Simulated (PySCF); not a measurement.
FeI2: Fe(II) (d6), charge 0. The structure is a PBE0-D3(BJ)/def2-TZVP geometry optimised for multiplicity 5; coordination linear, point group D∞h, metal–donor distances 2.49 Å.

```
3

Fe    0.000    0.000    0.000
I     0.000    0.000    2.488
I     0.000    0.000   -2.488
```

Method (PySCF 2.14, density fitting): CASSCF(6,5) with orbitals averaged over all microstates of the shell, strongly contracted NEVPT2 on the averaged canonical orbitals; basis x2c-TZVPall on the metal, x2c-SVPall elsewhere; spin-free X2C; gas phase; spin-orbit coupling by state interaction with the mean-field operator over all roots.

Q: What is the ground state?

A: 5Δg (S = 2, orbital degeneracy 2), orbital occupations from the lowest 1.5 1.5 1.0 1.0 1.0, by NEVPT2.

Q: List the excited states of the same spin.

A: By NEVPT2: 5Σg+ at 2716 cm⁻¹; 5Πg at 3358 cm⁻¹. All are electric-dipole forbidden at this geometry.

Q: Which is the lowest state of another spin?

A: 3Δg at 20548 cm⁻¹ by NEVPT2; CASSCF alone puts it at 21432 cm⁻¹ above the same ground state.

Q: What ligand-field parameters describe the result?

A: At CASSCF level (the NEVPT2 levels don't fit a ligand-field model well): orbital energies 0, 0, 2456, 2456, 3070 cm⁻¹; B = 1106 cm⁻¹; C = 4132 cm⁻¹; B over its free-ion value at the same level 0.936; rms of the fit 224 cm⁻¹; ζ = 390 cm⁻¹ (free ion 412).

Q: What magnetic behaviour follows?

A: Degenerate or low-lying orbital states mix with the ground state, so no spin-only Hamiltonian applies. The lowest spin-orbit level is 2-fold; the next lies at 189.1 cm⁻¹. The two lowest states form a pseudo-doublet split by 0.000 cm⁻¹ with g_z = 12.01. μeff is 6.27 μB at 300 K and 6.06 μB at 10 K; the spin-only value is 4.90 μB.

No frequencies were computed for the optimised geometry. NEVPT2 lifts 5Πg from 2248 to 3358 cm⁻¹; on the d shell alone such lifts tend to overshoot. Gaps between spin states lean to high spin in this active space.

The job took 12 s on one thread of Arm Neoverse V2 (shared host), with 120 basis functions, launched as `OMP_NUM_THREADS=1 python lf_run.py task.json out`.
